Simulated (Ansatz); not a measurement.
Z-matrix (Å, degrees):
```
C
N 1 1.243
H 1 1.094 2 120.8
H 1 1.097 2 122.8 3 180.0
B 2 1.384 1 150.5 3 -178.2
Cl 5 1.761 2 120.4 1 89.1
F 5 1.326 2 120.9 1 -95.8
```

Charge 0, multiplicity 1.

Task: List the CAM-B3LYP/def2-TZVPP orbital energies in eV (Ansatz). (Best estimate.)

Result: Computed: Occupied: -2764.38, -673.89, -392.19, -281.28, -259.17, -198.22, -198.09, -198.06, -188.43, -35.39, -27.88, -24.99, -20.58, -17.34, -16.48, -15.59, -15.08, -14.60, -12.79, -11.97, -11.15, -10.53, -9.33. Lowest empty: -0.34, 1.24, 2.16, 2.75, 3.81, 3.85, 4.32, 4.53.
